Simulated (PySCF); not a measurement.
A calculated (UHF, PySCF 2.14, x2c-SVPall, the spin-free X2C one-electron Hamiltonian (Gaussian nucleus)) atom or ion has these occupied shells.

```tsv
shell	electrons	orbital energy (eV)	rms radius, mean of both spins (bohr)
1s α	1	-9738.0	0.0581
1s β	1	-9737.9	0.0581
2s α	1	-1242.7	0.244
2s β	1	-1242.6	0.244
2p β	3	-1074.4	0.219
2p α	3	-1074.4	0.219
3s α	1	-167.43	0.732
3s β	1	-167.15	0.732
3p α	3	-115.15	0.778
3p β	3	-115.12	0.778
3d α	5	-30.328	1.00
3d β	5	-30.294	1.00
4s α	1	-16.943	2.72
```

Q: Name the element and its charge.

A: Zn⁺ (zinc, charge +1), in [Ar] 3d10 4s1, 2S determinant.
